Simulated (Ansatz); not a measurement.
`C[Si]1(N)[AlH][Se]1`, relaxed with RKS PBE0-D4/def2-TZVP in Ansatz from a PBE-D4/def2-SVP geometry. The force threshold is 0.005 eV/Å; the program also tests the step.

The species carries charge 0 and has multiplicity 1.

Start:

```xyz
11

C    -0.631    0.454   -1.507
Si   -0.010   -0.048    0.203
N    -0.045    1.386    1.188
Al    0.312   -2.228    1.028
Se    2.108   -1.238   -0.046
H     0.015    1.255   -1.927
H    -1.670    0.836   -1.446
H    -0.602   -0.406   -2.203
H     0.260    2.277    0.781
H     0.230    1.329    2.171
H     0.032   -3.618    1.757
```

```csv
step,energy (eV),largest force (eV/Å),largest move (Å)
1,-82435.9383,0.560,0.000
2,-82435.9856,0.173,0.044
3,-82435.9911,0.083,0.016
4 (rejected),-82435.9905,0.144,0.033
5,-82435.9921,0.033,0.016
6 (rejected),-82435.9919,0.115,0.049
7,-82435.9925,0.019,0.023
8,-82435.9926,0.008,0.013
9,-82435.9926,0.003,0.002
```

End:

```xyz
11

C    -0.620    0.451   -1.484
Si    0.012   -0.048    0.200
N    -0.010    1.366    1.166
Al    0.288   -2.220    1.014
Se    2.083   -1.216   -0.012
H     0.001    1.252   -1.896
H    -1.649    0.811   -1.417
H    -0.583   -0.392   -2.175
H     0.188    2.263    0.751
H     0.275    1.338    2.131
H     0.016   -3.605    1.721
```

Run time 3.3 min (4 threads of an Intel Xeon on a shared host); peak host memory 0.76 GiB.
